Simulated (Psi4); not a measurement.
CH10O2Si3, singlet, at a GFN2-xTB geometry; Psi4 1.11 with HF/def2-TZVPPD.

Here is a job for Psi4.
```
memory 2 GB

molecule {
0 1
  C    -0.54137768    2.34771929    0.61684192
  O     0.13090964    1.55569531   -0.30453509
  Si    0.21123030   -0.09381602   -0.30083797
  O     1.13438652   -0.34683948   -1.62710102
  Si    1.41762515   -0.78115302    1.56267165
  Si   -1.90870010   -0.94824178   -0.72076712
  H    -0.40068330    3.39202436    0.33547378
  H    -1.61101564    2.11846817    0.62101594
  H    -0.14771049    2.19197326    1.62553819
  H     1.44387661    0.40049359   -2.13262613
  H     1.64887192   -2.22811758    1.57357712
  H     0.69143567   -0.47349032    2.80685410
  H     2.73671632   -0.15466814    1.73777782
  H    -1.90279204   -2.40652561   -0.86455102
  H    -2.58553210   -0.42201659   -1.91581209
  H    -2.82944506   -0.65035204    0.38985787
}

set basis def2-tzvppd

energy('scf')
print_variables()
```

The log (banner, timings and long lists left out):

```
   => Loading Basis Set <=

    Name: DEF2-TZVPPD
    Role: ORBITAL
    Keyword: BASIS

         ---------------------------------------------------------
                                   SCF
               by Justin Turney, Rob Parrish, Andy Simmonett
                          and Daniel G. A. Smith
                              RHF Reference
         ---------------------------------------------------------

  ==> Geometry <==

    Molecular point group: c1
    Full point group: C1

    Geometry (in Angstrom), charge = 0, multiplicity = 1:

       Center              X                  Y                   Z               Mass
    ------------   -----------------  -----------------  -----------------  -----------------
         C           -0.562632693337     2.360168927655     0.646893477494    12.000000000000
         O            0.109654626663     1.568144947655    -0.274483532506    15.994914619570
         SI           0.189975286663    -0.081366382345    -0.270786412506    27.976926534650
         O            1.113131506663    -0.334389842345    -1.597049462506    15.994914619570
         SI           1.396370136663    -0.768703382345     1.592723207494    27.976926534650
         SI          -1.929955113337    -0.935792142345    -0.690715562506    27.976926534650
         H           -0.421938313337     3.404473997655     0.365525337494     1.007825032230
         H           -1.632270653337     2.130917807655     0.651067497494     1.007825032230
         H           -0.168965503337     2.204422897655     1.655589747494     1.007825032230
         H            1.422621596663     0.412943227655    -2.102574572506     1.007825032230
         H            1.627616906663    -2.215667942345     1.603628677494     1.007825032230
         H            0.670180656663    -0.461040682345     2.836905657494     1.007825032230
         H            2.715461306663    -0.142218502345     1.767829377494     1.007825032230
         H           -1.924047053337    -2.394075972345    -0.834499462506     1.007825032230
         H           -2.606787113337    -0.409566952345    -1.885760532506     1.007825032230
         H           -2.850700073337    -0.637902402345     0.419909427494     1.007825032230

  Running in c1 symmetry.

  Rotational constants: A =      0.05812  B =      0.04472  C =      0.03732 [cm^-1]
  Rotational constants: A =   1742.29489  B =   1340.76488  C =   1118.74220 [MHz]
  Nuclear repulsion =  465.164036648171248

  Charge       = 0
  Multiplicity = 1
  Electrons    = 74
  Nalpha       = 37
  Nbeta        = 37

  ==> Algorithm <==

  SCF Algorithm Type is DF.
  DIIS enabled.
  MOM disabled.
  Fractional occupation disabled.
  Guess Type is SAD.
  Energy threshold   = 1.00e-06
  Density threshold  = 1.00e-06
  Integral threshold = 1.00e-12

  ==> Primary Basis <==

  Basis Set: DEF2-TZVPPD
    Blend: DEF2-TZVPPD
    Number of shells: 159
    Number of basis functions: 431
    Number of Cartesian functions: 480
    Spherical Harmonics?: true
    Max angular momentum: 3

   => Loading Basis Set <=

    Name: (DEF2-TZVPPD AUX)
    Role: JKFIT
    Keyword: DF_BASIS_SCF

  ==> Integral Setup <==

  SCF_SUBTYPE=INCORE selected. In-core MEM_DF algorithm will be used.
  Using in-core AOs.

  ==> MemDFJK: Density-Fitted J/K Matrices <==

    J tasked:                   Yes
    K tasked:                   Yes
    wK tasked:                   No
    Algorithm:                 Core
    Schwarz Cutoff:           1E-12
    Mask sparsity (%):      10.0279
    Fitting Condition:        1E-10

   => Auxiliary Basis Set <=

  Basis Set: (DEF2-TZVPPD AUX)
    Blend: DEF2-UNIVERSAL-JKFIT
    Number of shells: 249
    Number of basis functions: 793
    Number of Cartesian functions: 940
    Spherical Harmonics?: true
    Max angular momentum: 4

  Minimum eigenvalue in the overlap matrix is 2.4327535428E-05.
  Reciprocal condition number of the overlap matrix is 1.9573790841E-06.
    Using symmetric orthogonalization.

  ==> Pre-Iterations <==

  SCF Guess: Superposition of Atomic Densities via on-the-fly atomic UHF (no occupation information).

   -------------------------
    Irrep   Nso     Nmo
   -------------------------
     A        431     431
   -------------------------
    Total     431     431
   -------------------------

  ==> Iterations <==

                           Total Energy        Delta E     RMS |[F,P]|

   @DF-RHF iter SAD: -1059.29116055695295   -1.05929e+03   0.00000e+00
   @DF-RHF iter   1: -1060.18659947340166   -8.95439e-01   1.52231e-03 DIIS/ADIIS
   @DF-RHF iter   2: -1060.34340320992055   -1.56804e-01   9.01434e-04 DIIS/ADIIS
   @DF-RHF iter   3: -1060.39674208096721   -5.33389e-02   1.56143e-04 DIIS/ADIIS
   @DF-RHF iter   4: -1060.40106669690863   -4.32462e-03   4.23262e-05 DIIS
   @DF-RHF iter   5: -1060.40146520724102   -3.98510e-04   1.04786e-05 DIIS
   @DF-RHF iter   6: -1060.40148752057712   -2.23133e-05   4.03268e-06 DIIS
   @DF-RHF iter   7: -1060.40148950840785   -1.98783e-06   9.58274e-07 DIIS
   @DF-RHF iter   8: -1060.40148964933132   -1.40923e-07   2.54119e-07 DIIS
  Energy and wave function converged.

  ==> Post-Iterations <==

    Orbital Energies [Eh]
    ---------------------

    Doubly Occupied:

[...]
      37A     -0.368374

    Virtual:

[...]
     431A     45.867575

    Final Occupation by Irrep:
              A
    DOCC [    37 ]
    NA   [    37 ]
    NB   [    37 ]

  @DF-RHF Final Energy: -1060.40148964933132

   => Energetics <=

    Nuclear Repulsion Energy =            465.1640366481712476
    One-Electron Energy =               -2395.4383475779368382
    Two-Electron Energy =                 869.8728212804342093
    Total Energy =                      -1060.4014896493313245

Computation Completed

Properties will be evaluated at   0.000000,   0.000000,   0.000000 [a0]

Properties computed using the SCF density matrix

 Multipole Moments:

 ------------------------------------------------------------------------------------
     Multipole            Electronic (a.u.)      Nuclear  (a.u.)        Total (a.u.)
 ------------------------------------------------------------------------------------

 L = 1.  Multiply by 2.5417464519 to convert [e a0] to [Debye]
 Dipole X            :          2.8330606           -2.9722954           -0.1392349
 Dipole Y            :         -1.1220030            1.7409540            0.6189510
 Dipole Z            :         -4.0448673            4.2024019            0.1575346
 Magnitude           :                                                    0.6536848

 ------------------------------------------------------------------------------------

  Variable Map:
  ----------------------------------------------------------------------------
[...]
  Array Variable Map:
  ----------------------------------------------------------------------------
[...]
[...]
```
